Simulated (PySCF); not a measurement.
[Bi(NH2)2]+: from a saddle point downhill

PySCF 2.14.0, RKS PBE0, Bi def2-SVP with ECP60, N def2-SVP, H def2-SVP; non-relativistic Hamiltonian with scalar-relativistic core potentials where named; density fitting; no spin-orbit coupling. Relaxed within the symmetry of its start, the geometry (C2v) is

```xyz
7

Bi    0.0000    0.0000   -0.1747
N     1.7214    0.0000    1.0630
H     1.8160   -0.8204    1.6721
H     1.8160    0.8204    1.6721
N    -1.7214    0.0000    1.0630
H    -1.8160    0.8204    1.6721
H    -1.8160   -0.8204    1.6721
```

and its lowest harmonic modes are -1311, -610, 183, 483, 515, 568 cm⁻¹ (negative: unstable). It was moved along the lowest mode and relaxed again, within the group C2 that the move left.

Task: Where does it end, and how much lower?

Result: In C2v, 1.643 eV lower, after 20 steps:
```xyz
7

Bi    0.0000    0.0000   -0.1644
N     1.4988   -0.2446    1.2229
H     2.4695   -0.3758    0.9453
H     1.3794   -0.2109    2.2339
N    -1.4988    0.2446    1.2229
H    -2.4695    0.3758    0.9453
H    -1.3794    0.2109    2.2339
```

Task: How do the contacts change?

Result: 
```tsv
contact	saddle (Å)	end (Å)
Bi1–N2 (NH2)	2.120	2.057
Bi1–N5 (NH2)	2.120	2.057
```


Task: Is the end a minimum?

Result: Yes; lowest modes 202, 303, 394, 406, 490, 647 cm⁻¹.

State: singlet.
